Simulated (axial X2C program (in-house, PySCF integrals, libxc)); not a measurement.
# What spin–orbit coupling does to HI⁻

Computed with an axial X2C code built on PySCF integrals. Spin-free means the one-electron spin-free X2C Hamiltonian; two-component (2c) means X2C with spin–orbit coupling and atomic mean-field two-electron Coulomb and Gaunt terms, so the difference of the two also holds small scalar two-electron terms. Basis: I dyall-acv3z [12s13p9d5f1g], H dyall-av3z [7s3p2d] (cores contracted in-house); Gaussian nuclei, density fitting, unrestricted open shells. Masses: I 126.904 u, H 1.008 u.

Spin-free state: M_S = 1/2, Λ = 0 (beyond evenly filled blocks: σα); fragments I- + H.

```
  level  Re (Å)  ωe (cm⁻¹)  De (eV)  μ (D)
   PBE0   2.300      531.1    0.261  -2.46
    MP2   2.532      313.8    0.085    n/a
   CCSD   2.345      516.9    0.195    n/a
CCSD(T)   2.331      531.5    0.214    n/a
  B97-3   2.387      504.7    0.198  -2.52
```

Correlated methods: 9 electrons correlated (number of frozen shells: I 4 s, 3 p, 2 d; H none), 227 virtual spin orbitals or spinors in MP2, 90 natural virtuals in coupled cluster.

Dipoles are positive if H is the positive end and refer to the centre of mass.

Two-component determinant lowest at the distance of the search:

Ω = 1/2 (⟨Sz⟩ = 0.50, ⟨Lz⟩ = 0.00 at HF); fragments I- + H.

```csv
level,Re (Å),ωe (cm⁻¹),De (eV),μ (D)
PBE0,2.302,531.8,0.269,-2.49
MP2,2.519,325.3,0.089,n/a
CCSD,2.341,524.6,0.201,n/a
CCSD(T),2.329,535.9,0.220,n/a
B97-3,2.391,503.3,0.208,-2.57
```

**Question.** From the two tables, how do the constants change at the CCSD(T) level (2c against spin-free)?

**Answer.** At the CCSD(T) level Re decreases by 0.002 Å and ωe rises by 4.4 cm⁻¹; De changes by 0.006 eV.

The state is a single determinant with fixed occupations, the lowest that a limited PBE0 search found. Dissociation energies refer to the lowest single-determinant-based atoms at the same level and basis. Density functionals use the spin component along the axis (collinear). Coupled cluster ran in a truncated set of natural virtual spinors; the MP2 energy of the rest was added. (T) has no such correction and the atoms are truncated less, which lowers De at CCSD(T) by a hundredth of an eV or more. The highest occupied level of some functionals is positive through self-interaction error; at Hartree–Fock it is bound.
